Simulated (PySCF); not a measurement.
**Two-photon absorption: `[AsH2]CC1COC1`, C₄H₉AsO**

Molfile (atoms numbered from 1):
```
C4H9AsO
     RDKit          3D

 15 15  0  0  0  0  0  0  0  0999 V2000
    2.2939   -0.4827    0.8354 As  0  0  0  0  0  3  0  0  0  0  0  0
    0.8628    0.6457    0.0326 C   0  0  0  0  0  0  0  0  0  0  0  0
   -0.3091   -0.2035   -0.4144 C   0  0  0  0  0  0  0  0  0  0  0  0
   -1.1024   -0.8906    0.7046 C   0  0  0  0  0  0  0  0  0  0  0  0
   -2.2866   -0.1697    0.3629 O   0  0  0  0  0  0  0  0  0  0  0  0
   -1.6307    0.5278   -0.6973 C   0  0  0  0  0  0  0  0  0  0  0  0
    2.7659   -1.0156   -0.4896 H   0  0  0  0  0  0  0  0  0  0  0  0
    3.3329    0.6008    0.7443 H   0  0  0  0  0  0  0  0  0  0  0  0
    1.2559    1.2145   -0.8142 H   0  0  0  0  0  0  0  0  0  0  0  0
    0.5283    1.3596    0.7913 H   0  0  0  0  0  0  0  0  0  0  0  0
   -0.0068   -0.8812   -1.2166 H   0  0  0  0  0  0  0  0  0  0  0  0
   -1.2391   -1.9718    0.6066 H   0  0  0  0  0  0  0  0  0  0  0  0
   -0.7605   -0.6554    1.7204 H   0  0  0  0  0  0  0  0  0  0  0  0
   -1.6135    1.6081   -0.5221 H   0  0  0  0  0  0  0  0  0  0  0  0
   -2.0953    0.3219   -1.6659 H   0  0  0  0  0  0  0  0  0  0  0  0
  1  2  1  0
  2  3  1  0
  3  4  1  0
  4  5  1  0
  5  6  1  0
  6  3  1  0
  1  7  1  0
  1  8  1  0
  2  9  1  0
  2 10  1  0
  3 11  1  0
  4 12  1  0
  4 13  1  0
  6 14  1  0
  6 15  1  0
M  END
```

Method: PySCF 2.14.0, TDDFT PBE0/def2-SVPD excited states, vertical, gas phase. Geometry: GFN2-xTB.

The calculation is non-relativistic, which matters for the atoms heavier than Zn.

Give the one- and two-photon strengths of the lowest singlets.

δ for parallel linear polarisation; σ at the peak of a Lorentzian of half width 0.1 eV, single beam; Ω is circular over linear.
| state | E (eV) | f | photon λ (nm) | δ (au) | σ (GM) | Ω | main |
| --- | --- | --- | --- | --- | --- | --- | --- |
| S1 | 6.35 | 0.070 | 390 | 15.4 | 0.23 | 0.97 | HOMO→LUMO 0.78, HOMO−1→LUMO 0.18 |
| S2 | 6.47 | 0.020 | 383 | 61.7 | 0.95 | 0.40 | HOMO−1→LUMO 0.77, HOMO→LUMO 0.18 |
| S3 | 6.72 | 0.009 | 369 | 7.9 | 0.13 | 0.74 | HOMO→LUMO+1 0.67, HOMO→LUMO+3 0.14 |
| S4 | 6.83 | 0.046 | 363 | 2.03 | 0.04 | 1.02 | HOMO−1→LUMO+1 0.68, HOMO→LUMO+3 0.24 |
| S5 | 6.99 | 0.150 | 355 | 61.9 | 1.11 | 0.62 | HOMO−1→LUMO+2 0.56, HOMO→LUMO+2 0.37 |

Among these, the strongest one-photon state is S5, the strongest two-photon state S5, with a dipole change of 3.9 D (relaxed, norm of the difference vector).
